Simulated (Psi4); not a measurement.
Intermolecular potential of H2 ··· HF (SMILES [H][H] and F). Monomers: optimised at B3LYP-D3(BJ) (def2-TZVP), held rigid. Orientation: lowest of the rigid-body minima from ten starts at GFN2-xTB. Only R, the distance of the centres of mass, is varied, so the lowest point isn't the relaxed dimer.

Methods: BLYP-D3(BJ)/def2-TZVP, counterpoise-corrected (Psi4); MP2/aug-cc-pVTZ = DF-MP2/aug-cc-pVTZ, frozen core, counterpoise-corrected run with Psi4 1.11; wB97X-V/def2-TZVP, counterpoise-corrected (Psi4); CCSD(T)/aug-cc-pVDZ = DF-CCSD(T)/aug-cc-pVDZ, frozen core, counterpoise-corrected run with Psi4 1.11.

Interaction energies in kJ/mol:

```json
[
 {"R / Å": "2.34", "BLYP-D3(BJ)/def2-TZVP": "7.00", "MP2/aug-cc-pVTZ": "7.10", "wB97X-V/def2-TZVP": "7.71"},
 {"R / Å": "2.50", "BLYP-D3(BJ)/def2-TZVP": "0.23", "MP2/aug-cc-pVTZ": "0.16", "wB97X-V/def2-TZVP": "0.73"},
 {"R / Å": "2.74", "BLYP-D3(BJ)/def2-TZVP": "-3.26", "MP2/aug-cc-pVTZ": "-3.57", "wB97X-V/def2-TZVP": "-3.02"},
 {"R / Å": "2.91", "BLYP-D3(BJ)/def2-TZVP": "-3.61", "MP2/aug-cc-pVTZ": "-4.00", "wB97X-V/def2-TZVP": "-3.50"},
 {"R / Å": "3.10", "BLYP-D3(BJ)/def2-TZVP": "-3.24", "MP2/aug-cc-pVTZ": "-3.68", "wB97X-V/def2-TZVP": "-3.22"},
 {"R / Å": "3.30", "BLYP-D3(BJ)/def2-TZVP": "-2.63", "MP2/aug-cc-pVTZ": "-3.05", "wB97X-V/def2-TZVP": "-2.65"},
 {"R / Å": "3.60", "BLYP-D3(BJ)/def2-TZVP": "-1.80", "MP2/aug-cc-pVTZ": "-2.12", "wB97X-V/def2-TZVP": "-1.82"},
 {"R / Å": "3.93", "BLYP-D3(BJ)/def2-TZVP": "-1.15", "MP2/aug-cc-pVTZ": "-1.38", "wB97X-V/def2-TZVP": "-1.17"},
 {"R / Å": "4.43", "BLYP-D3(BJ)/def2-TZVP": "-0.60", "MP2/aug-cc-pVTZ": "-0.74", "wB97X-V/def2-TZVP": "-0.61"},
 {"R / Å": "5.10", "BLYP-D3(BJ)/def2-TZVP": "-0.29", "MP2/aug-cc-pVTZ": "-0.36", "wB97X-V/def2-TZVP": "-0.29"},
 {"R / Å": "6.12", "BLYP-D3(BJ)/def2-TZVP": "-0.13", "MP2/aug-cc-pVTZ": "-0.14", "wB97X-V/def2-TZVP": "-0.12"},
 {"R / Å": "7.44", "BLYP-D3(BJ)/def2-TZVP": "-0.05", "MP2/aug-cc-pVTZ": "-0.06", "wB97X-V/def2-TZVP": "-0.05"}
]
```

Task: What does CCSD(T)/aug-cc-pVDZ give at the same points?

Result: 2.34: 8.31; 2.50: 0.95; 2.74: -2.90; 2.91: -3.41; 3.10: -3.21; 3.30: -2.71; 3.60: -1.93; 3.93: -1.26; 4.43: -0.66; 5.10: -0.31; 6.12: -0.13; 7.44: -0.05 (kJ/mol).
